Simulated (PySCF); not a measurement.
Species: cyclo-(H2GeS)3.
Structure used (PBE0-D3(BJ)/def2-SVP), in Å, numbered top down from 1:
```
atom  x, y, z in Å
Ge1    0.1440    1.9405    0.0446
H2     0.5678    3.4105   -0.0440
H3    -1.2957    1.7422    0.5558
S4     1.5560    0.9648    1.4689
Ge5    0.6002   -1.0492    1.5418
H6     1.3582   -1.8554    2.6021
H7    -0.8992   -0.8823    1.8541
S8     0.8198   -2.1644   -0.3756
Ge9   -0.5279   -0.9158   -1.6390
H10   -0.6129   -1.6129   -3.0014
H11   -1.8906   -0.7814   -0.9329
S12    0.2959    1.1207   -2.0236
```

Level of theory: PBE0-D3(BJ)/def2-SVP geometry optimisation, gas phase in PySCF.

Take the most abundant isotopes and a rigid rotor. The values belong to one conformer.

Q: Give the principal moments of inertia and the rotational constants in MHz.

A: Ia = 723.66, Ib = 725.46, Ic = 1328.69 u·Å²; 505379 MHz·u·Å²/I gives A = 698.4, B = 696.6, C = 380.4 MHz.

Q: Classify the top.

A: An oblate symmetric top, as the point group C3v requires two equal moments; the computed ones differ by 0.25 % because the geometry is symmetric only within the optimiser's tolerance; Ray's κ = 0.989.

Q: Is it planar, by Δ = Ic − Ia − Ib?

A: Not planar: Δ = Ic − Ia − Ib = -120.43 u·Å². For a rigid frame Δ = −2 Σ m c², so Σ m c² = 60.22 u·Å² lies off the ab plane: 9.53 from hydrogen and 50.69 from heavier atoms. The atom farthest from that plane is 1.77 Å away.

Q: Where do the R-branch lines fall?

A: The dipole of 2.24 D lies along the symmetry axis, so ΔK = 0 and J+1 ← J falls at 2B(J+1) for every K: 1.39 GHz, 2.79 GHz, 4.18 GHz, 5.58 GHz, 6.97 GHz for J = 0 to 4.

Q: Estimate the classical rotational partition function at 10 K, 25 K and 100 K.

A: Point group C3v, symmetry number σ = 3; q = (√π/σ)·√((kT/h)³/(ABC)), k/h = 20836.6 MHz/K: 4130 at 10 K, 16300 at 25 K, 131000 at 100 K.

PBE0-D3(BJ)/def2-SVP frequencies: not computed here. Zero-point vibration and centrifugal distortion are left out.

On an AMD EPYC with one thread, shared host, this took 4.8 min wall and 1.1 GiB of memory at its peak. These figures are those of the optimisation.
